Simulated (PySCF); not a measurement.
C2H4N, SMILES [CH2]N=C, multiplicity 2.

The structure is a stationary point at PBE0-D3(BJ)/def2-TZVP. The isomer is the one that the SMILES or the coordinates give; other isomers of the formula were not compared.

Method: CAM-B3LYP/def2-TZVPD (PySCF).

Isolated molecule, no solvent.

Task: Estimate the frontier levels, dipole moment and polarisability. (An estimate is asked for; the answer gives what the named calculation found.)

Result: 
```json
{
 "α spin, highest occupied and lowest empty level": "-7.56 and 1.05 eV",
 "β spin, highest occupied and lowest empty level": "-9.09 and -1.22 eV",
 "dipole_moment": "1.57 D",
 "quadrupole, principal values (traceless, Buckingham form, about the centre of nuclear charge)": "-2.65, -1.88, 4.52 D·Å",
 "mean_static_polarisability": "36.8 bohr³ (5.46 Å³)",
 "polarisability_principal_values": "24.9, 33.2, 52.4 bohr³",
 "⟨S²⟩": "0.788 (pure state 0.75)"
}
```
